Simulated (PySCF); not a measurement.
Se(F)(Et) (C₂H₅FSe), SMILES CC[Se]F. The structure is a stationary point at PBE0-D3(BJ)/def2-SVP. The structure was generated by enumeration, and PubChem lists no compound with its InChIKey, so it may never have been made. One conformer was computed; it need not be the lowest.

Question: Give the equilibrium geometry at PBE0-D3(BJ)/def2-SVP (PySCF confirms it by a frequency run) as Cartesian coordinates in Å. (Estimate from the structure and the level; the computed values follow.)

Answer: This is not unique; one that fits is 
```xyz
9

Se     0.0942     0.2477     0.7058
F      1.3150     0.8278    -0.4471
C     -0.5737    -1.1554    -0.4454
C     -1.1208    -0.6447    -1.7624
H     -1.3459    -1.6483     0.1713
H      0.2411    -1.8811    -0.5878
H     -0.3451    -0.0837    -2.3028
H     -1.9793     0.0249    -1.6069
H     -1.4421    -1.4846    -2.3987
```
Charge 0, spin multiplicity 1.
